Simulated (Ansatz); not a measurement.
A run for Ansatz (an electronic-structure program): R-CCSD(T)/aug-cc-pV(T+d)Z on HCl (SMILES Cl) with ghost functions, monomers drawn apart or pushed together. Files ending in .json are basis or fitting sets from the Basis Set Exchange.

Ansatz 0.2 input:
```yaml
crystal:
  periodic: [false, false, false]
  atoms:
    - {symbol: Cl, position_ang: [-0.11795616, -0.58843122, -0.72128949]}
    - {symbol: H, position_ang: [-0.07378760, -0.40224195, 0.54698815]}
basis:
  gaussian:
    orbitals: aug-cc-pV_T+d_Z.json
    ghost_atoms:
      - {symbol: H, position_ang: [-0.32068188, 0.16104773, 3.71507569]}
      - {symbol: H, position_ang: [0.39782556, -0.03588010, 3.71812157]}
magnetization: {spin_polarized: false}
correlation: {method: ccsd_t, electrons: outside_noble_gas}
scf: {lower_state_search: off}
```

The head of its log:

```
WARN ansatz: RAYON_NUM_THREADS=2 ignored (pool sized by the plan → 2); use --threads N
Functional definition: HF
these checks for a lower state are left out or cut short: stability, starts, cluster_reference, orbital_swaps, neighbouring_geometries, increment
integrals: 0.20 GiB planned
683 factors; integrals over basis functions are off by at most 1.7e-3 eV
mean field: 0.19 GiB planned
mean field evaluation 1: about -12519.7891 eV, gradient 1.0e1 eV
mean field evaluation 2: about -12519.7897 eV, gradient 1.0e1 eV
mean field evaluation 4: about -12520.1820 eV, gradient 1.1e0 eV
mean field evaluation 8: about -12520.1907 eV, gradient 2.1e-5 eV
mean field -12520.19071235 eV, -460.1085221889 hartree, gradient 1.2e-6 eV, S^2 0.000000; 0 other end points of the search recorded, 0 dependent functions left out
5 core orbitals not correlated
reference -12520.19071235 eV, -460.1085221889 hartree; 4, 4 occupied and 115, 115 virtual orbitals, 683 factors
```

Task: Predict the final total energy.

Result: -460.3457 hartree (reference determinant -460.1085, T1 diagnostic 0.006).
